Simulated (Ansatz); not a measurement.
A run for Ansatz (a first-principles code): R-SVWN5/def2-TZVPP on BrCu (SMILES [Cu][Br]).

Ansatz 0.2 input:
```yaml
crystal:
  periodic: [false, false, false]
  atoms:
    - {symbol: Cu, position_ang: [-0.00000000, -0.00000000, -1.10943469]}
    - {symbol: Br, position_ang: [0.00000000, 0.00000000, 1.10943469]}
basis:
  gaussian:
    orbitals: def2-TZVPP
hamiltonian:
  xc: {name: SVWN5}
scf: {lower_state_search: off}
```

The log:

```
WARN ansatz: RAYON_NUM_THREADS=4 ignored (pool sized by the plan → 4); use --threads N
Functional definition: SVWN5
these checks for a lower state are left out or cut short: stability, starts, cluster_reference, orbital_swaps, neighbouring_geometries, increment
integrals: 0.04 GiB planned
881 factors; their error is unknown
mean field: 0.37 GiB planned
mean field evaluation 1: about -114514.6078 eV, gradient 4.9e1 eV
mean field evaluation 2: about -114380.4043 eV, gradient 3.7e2 eV
mean field evaluation 4: about -114515.9872 eV, gradient 2.3e1 eV
mean field evaluation 8: about -114517.1178 eV, gradient 7.8e-2 eV
mean field evaluation 16: about -114517.0656 eV, gradient 1.4e-6 eV
mean field -114517.06559175 eV, -4208.4245380417 hartree, gradient 1.4e-6 eV, S^2 0.000000; 0 other end points of the search recorded, 0 dependent functions left out
reference -114517.06562361 eV, -4208.4245392126 hartree; 32, 32 occupied and 80, 80 virtual orbitals, 881 factors
Total energy: -114517.06562361 eV, -4208.4245392126 hartree
Checks for a lower state left out: stability, starts, cluster_reference, orbital_swaps, neighbouring_geometries, increment
```

The run converged.

Cost: around 1.5 core-seconds (rough).
